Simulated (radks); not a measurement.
Coulomb parameter of the 5d shell of the tantalum ion Ta+ in the model configuration [Xe] 4f14 5d3 6s1, as a second difference U = [E(n + 0.5) + E(n - 0.5) - 2 E(n)] / (0.5)^2 with all orbitals relaxed. "Bare": the charge of the atom changes with n. "Screened": the 6s shell takes up the change at fixed total charge, which measures U(5d,5d) + U(6s,6s) - 2 U(5d,6s). Calculated with a radial shooting solver on a logarithmic mesh with Libxc functionals: Dirac Kohn-Sham, LDA (Slater exchange, Perdew-Wang correlation), spin-unpolarised, spherical densities, finite nucleus; open shells are shared between the two j in proportion to 2j + 1; Fermi nuclear charge, rms radius 5.3507 fm.

case                   configuration  E - E(n) (eV)
start              [Xe] 4f14 5d3 6s1          0.000
bare +0.5        [Xe] 4f14 5d3.5 6s1         -4.300
bare -0.5        [Xe] 4f14 5d2.5 6s1          6.540
screened +0.5  [Xe] 4f14 5d3.5 6s0.5          0.650
screened -0.5  [Xe] 4f14 5d2.5 6s1.5         -0.482

U(bare) = 8.960 eV, U(screened by 6s) = 0.674 eV.
